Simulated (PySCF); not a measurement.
Adding and removing an electron: SiBr

UHF-SCS-MP2; basis Si def2-TZVPPD, Br def2-TZVPPD; no relativity; PySCF 2.14. Neutral (UHF): doublet (π ↑), Re = 2.234 Å, ωe = 422 cm⁻¹, De = 3.71 eV.

SiBr⁺ (RHF): singlet (closed shell), Re = 2.105 Å, ωe = 546 cm⁻¹, De = 4.60 eV to Si⁺ + Br. The energies at the minima are -2861.67634 hartree for SiBr and -2861.41639 for SiBr⁺.

(1) Work out the adiabatic ionisation energy, without and with harmonic zero-point energies (1 hartree = 27.2114 eV, 1 eV = 8065.5 cm⁻¹), and the change of the bond length.

SiBr⁻ (UHF): triplet (π ↑↑), Re = 2.452 Å, ωe = 272 cm⁻¹, De = 1.57 eV to Si + Br⁻. The energies at the minima are -2861.67634 hartree for SiBr and -2861.72080 for SiBr⁻.

(2) Work out the adiabatic electron affinity, without and with harmonic zero-point energies (1 hartree = 27.2114 eV, 1 eV = 8065.5 cm⁻¹), and the change of the bond length.

Correlated steps freeze 14 core orbitals. Spin–orbit coupling is left out. For an ion De counts to the pair picked by the measured ionisation energies or electron affinities, which need not be the lowest pair at this level. Where the molecule has an RHF reference, its open-shell atoms are computed with UHF. States were picked by a PBE0 search and need not be the measured ground states.

Neutral and ion stand on different kinds of reference determinant, which adds to the error of the difference.

Results:

(1) At SCS-MP2: 0.25995 hartree = 7.074 eV between the minima; the zero-point term (546.0 − 422.0)/2 cm⁻¹ = +0.008 eV makes it 7.081 eV. Re changes by -12.9 pm against the neutral. The electron leaves a π orbital, and the shorter bond of the ion fits an antibonding orbital, or a change in how ionic the bond is.

(2) At UHF-SCS-MP2: 0.04446 hartree = 1.210 eV between the minima; the zero-point term (422.0 − 272.0)/2 cm⁻¹ = +0.009 eV makes it 1.219 eV. Re changes by +21.8 pm against the neutral. The electron enters a π orbital, and the longer bond of the ion fits an antibonding orbital, or a change in how ionic the bond is.
